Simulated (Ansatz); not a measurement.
Geometry optimisation, RKS BLYP/def2-SVP (Ansatz 0.2.0).

The input (input.yaml):

```yaml
crystal:
  periodic: [false, false, false]
  atoms:
    - { symbol: B, position_ang: [-0.7997, 0.6089, 1.0494] }
    - { symbol: C, position_ang: [-0.1214, 0.1315, -0.2791] }
    - { symbol: "N", position_ang: [0.1207, -1.297, -0.1752] }
    - { symbol: O, position_ang: [1.1532, 0.8587, -0.4488] }
    - { symbol: F, position_ang: [-0.956, 0.3544, -1.3747] }
    - { symbol: H, position_ang: [-1.1613, 1.8053, 1.1266] }
    - { symbol: H, position_ang: [-1.0588, -0.084, 1.9322] }
    - { symbol: H, position_ang: [0.5586, -1.6231, -1.0861] }
    - { symbol: H, position_ang: [0.1257, -0.10027, 1.1475] }
    - { symbol: H, position_ang: [1.427, 0.6212, -1.3238] }
basis:
  gaussian: { orbitals: def2-SVP }
hamiltonian:
  xc: blyp
relax:
  f_tol: 0.02
  max_steps: 50
```

Launched with:

```bash
$ ansatz run input.yaml --threads 2 --pin off --max-ram 3072MiB --backend cpu --events-out ev --progress --plain --runs-dir out
```

Problem. Where does it end, and by what steps?

Solution. The run converged. After 23 steps the energy has fallen by 5.310 eV; H8 moved furthest, 2.03 Å. Parted: B1–C2 (1.57 → 2.63 Å). Joined: B1–N3 (2.45 → 1.61 Å).

```
step  energy less start (eV)  largest force component (eV/Å)  accepted
   0                  0.0000                           3.819       yes
   1                 -0.6000                           1.904       yes
   2                 -0.8441                           0.753       yes
   3                 -0.9596                           1.079       yes
   4                 -1.2056                           1.294       yes
   5                 -1.6699                           1.432       yes
   6                 -2.2601                           1.495       yes
   7                 -2.8577                           1.575       yes
   8                 -3.3759                           1.297       yes
   9                 -3.8006                           1.350       yes
  10                 -4.0683                           2.348       yes
  11                 -4.3440                           2.210       yes
  12                 -4.5765                           1.311       yes
  13                 -4.7815                           0.987       yes
  14                 -4.9674                           0.751       yes
  15                 -5.1330                           1.253       yes
  16                 -5.2517                           0.350       yes
  17                 -5.2817                           0.233       yes
  18                 -5.3044                           0.187       yes
  19                 -5.3079                           0.065       yes
  20                 -5.3094                           0.024       yes
  21                 -5.3098                           0.025       yes
  22                 -5.3098                           0.024       yes
  23                 -5.3099                           0.015       yes
```

```xyz
10
Properties=species:S:1:pos:R:3
B -0.678 0.113 1.437
C 0.354 0.118 -0.984
N -0.530 -0.246 -0.129
O 1.380 0.912 -0.719
F 0.293 -0.305 -2.264
H -1.788 0.643 1.534
H -0.665 -0.979 2.011
H -1.245 -0.864 -0.531
H 0.252 0.846 1.744
H 1.915 1.038 -1.531
```

Run time: 40 s on 2 threads of AMD EPYC 7R13 Processor (Zen 3) (shared host), peak memory 0.19 GiB.
